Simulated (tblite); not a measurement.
CH12OSi5.
SMILES with atom numbers: `[SiH3:1][Si:2]1([SiH3:3])[CH2:4][O:5][SiH2:6][SiH2:7]1` (hydrogens: H8, H9, H10 on Si1; H11, H12, H13 on Si3; H14, H15 on C4; H16, H17 on Si6; H18, H19 on Si7)

Structure used (GFN2-xTB), in Å, numbered top down from 1:
```xyz
19
CH12OSi5 angstrom
Si    -0.922   -0.249    2.423
Si    -0.582   -0.060    0.116
Si    -2.446    0.670   -1.085
C      0.752    1.360   -0.092
O      2.075    0.888   -0.042
Si     2.682   -0.427   -0.785
Si     0.782   -1.746   -0.818
H      0.297   -0.567    3.173
H     -1.881   -1.321    2.705
H     -1.470    0.967    3.034
H     -3.474   -0.371   -1.063
H     -2.169    0.954   -2.497
H     -3.071    1.882   -0.547
H      0.657    2.105    0.703
H      0.602    1.891   -1.041
H      3.803   -0.724    0.096
H      3.183   -0.065   -2.119
H      0.828   -2.979   -0.018
H      0.342   -2.198   -2.149
```

Method: GFN2-xTB as coded in tblite; computed harmonic values from a numerical Hessian at the method's own geometry, unscaled. Errors from tens to a few hundred cm⁻¹ against measured bands are possible. Modes of hydrogen on silicon can be 10 to 20 % off. One conformer, not necessarily the lowest.

Harmonic wavenumbers (cm⁻¹): 34.5, 37.3, 49.7, 75.7, 78.7, 105.4, 120.2, 165.5, 216.9, 320.3, 328.9, 365.5, 383.2, 387.7, 390.3, 401.4, 434.2, 454.5, 464.5, 483.1, 496.8, 543.3, 603.7, 625.9, 703.7, 736.9, 753.9, 769.6, 783.3, 801.0, 807.0, 817.4, 821.9, 829.5, 835.7, 1092.6, 1209.2, 1270.3, 1489.5, 2150.3, 2162.7, 2173.9, 2202.9, 2218.8, 2223.6, 2226.5, 2230.7, 2246.8, 2295.1, 2858.3, 2921.0.

A = 1219, B = 688.2, C = 600.2 MHz; mass 179.973 u (most abundant isotopes); point group C1, symmetry number 1.

What is the zero-point energy?

Half the sum of the wavenumbers: 24600 cm⁻¹ = 294.28 kJ/mol.

What is S at 298.15 K and 1 bar for an ideal gas of classical rigid rotors and harmonic oscillators?

Translation 173.62, rotation 129.01, vibration 209.30: S = 511.9 J/(mol K).

And Cp and H(298.15 K) − H(0)?

Cp = 226.46 J/(mol K), of which vibrations give 193.20 (their classical limit is 51 R = 424.0); H(298.15 K) − H(0) = 40.95 kJ/mol without the zero-point energy, 31.04 from vibrations.

How do the functions run with temperature in this model?

```json
{"T (K)": "50", "S (J/(mol K))": "275.9", "Cp (J/(mol K))": "76.6", "H − H(0) (kJ/mol)": "2.68", "G − H(0) (kJ/mol)": "-11.11", "ln q(vib)": "1.48"}
{"T (K)": "100", "S (J/(mol K))": "338.3", "Cp (J/(mol K))": "106.5", "H − H(0) (kJ/mol)": "7.26", "G − H(0) (kJ/mol)": "-26.56", "ln q(vib)": "3.92"}
{"T (K)": "373.15", "S (J/(mol K))": "566.2", "Cp (J/(mol K))": "257.0", "H − H(0) (kJ/mol)": "59.13", "G − H(0) (kJ/mol)": "-152.14", "ln q(vib)": "15.74"}
{"T (K)": "500", "S (J/(mol K))": "647.0", "Cp (J/(mol K))": "295.1", "H − H(0) (kJ/mol)": "94.28", "G − H(0) (kJ/mol)": "-229.22", "ln q(vib)": "20.67"}
{"T (K)": "750", "S (J/(mol K))": "777.0", "Cp (J/(mol K))": "345.8", "H − H(0) (kJ/mol)": "174.87", "G − H(0) (kJ/mol)": "-407.89", "ln q(vib)": "29.32"}
{"T (K)": "1000", "S (J/(mol K))": "881.3", "Cp (J/(mol K))": "378.6", "H − H(0) (kJ/mol)": "265.71", "G − H(0) (kJ/mol)": "-615.61", "ln q(vib)": "36.80"}
```

q(vib) and H(0) count from the zero-point level.

Blend soft modes into free rotors: weight 1/[1 + (100 cm⁻¹/ν̃)⁴] for the oscillator and the rest for a rotor with moment μB/(μ + B), μ = h/(8π²ν), B = 10⁻⁴⁴ kg m². What vibrational entropy results?

184.28 J/(mol K) in place of 209.30, which changes −T·S at 298.15 K by +7.46 kJ/mol.

What must be added to the electronic energy to get the Gibbs energy at 298.15 K and 1 bar?

ZPE + [H(298.15 K) − H(0)] − T·S = 294.28 + 40.95 − 152.63 = 182.60 kJ/mol.

Hindered rotation and anharmonicity are outside this model. Other conformers, if any are populated, would add a mixing term that is left out. The structure is chiral; the term R ln 2 for an equal mix with its mirror image is left out.

Time: 1.2 s wall. Hardware: one thread of an Arm Neoverse V1, shared host. This covers the Hessian and the dipole derivatives.
